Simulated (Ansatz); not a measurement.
Calculated with Ansatz (gas phase, PBE0-D4/def2-TZVP geometries, no zero-point term in ΔE). CCSD(T)/CBS adds triple-zeta CCSD(T) − MP2 to the extrapolated MP2 energy (def2 sets, frozen cores). DFT in def2-TZVPP. B3LYP here is the variant with VWN-RPA as its local correlation; programs differ in this. def2 core potentials past Kr. For Ge, Sn outer-core shells are correlated without core-valence functions, which leaves a few kJ/mol of doubt a bond. Scalar relativity is left out up to krypton. Each species was taken in one conformer, which may not be the lowest.

`[Cl][SnH2][Si](Cl)(Cl)Cl` + `O[SiH2][GeH3]` → `O[SiH2][SnH2][Cl]` + `Cl[Si](Cl)(Cl)[GeH3]`  (redistribution)

| level | ΔE (kJ/mol) | difference from CCSD(T)/CBS |
| --- | --- | --- |
| PBE-D4 | -15.6 | -2.7 |
| r2SCAN-D4 | -16.1 | -3.2 |
| B3LYP-D4 | -13.8 | -0.9 |
| ωB97M-V | -14.7 | -1.8 |
| B2PLYP | -13.4 | -0.5 |
| PBE | -15.7 | -2.8 |
| PBE0 | -14.4 | -1.5 |
| B3LYP | -13.8 | -0.9 |
| HF/def2-TZVPP | -8.6 | 4.3 |
| CCSD(T)/def2-TZVPP | -12.3 | 0.6 |
| HF/def2-QZVPP | -8.5 | 4.4 |
| MP2/def2-QZVPP | -13.3 | -0.4 |
| SCS-MP2/def2-QZVPP | -12.0 | 0.9 |
| HF/CBS(def2) | -8.5 | 4.4 |
| MP2/CBS(def2) | -13.6 | -0.7 |
| CCSD/CBS(def2) | -12.2 | 0.7 |
| CCSD(T)/CBS | -12.9 | 0 |

Largest T1 diagnostic among the species: 0.012.

In def2-TZVPP, CCSD(T) changes the Hartree–Fock value by −3.7 kJ/mol (the triples alone add −0.7 kJ/mol) and MP2 by −4.4 kJ/mol.
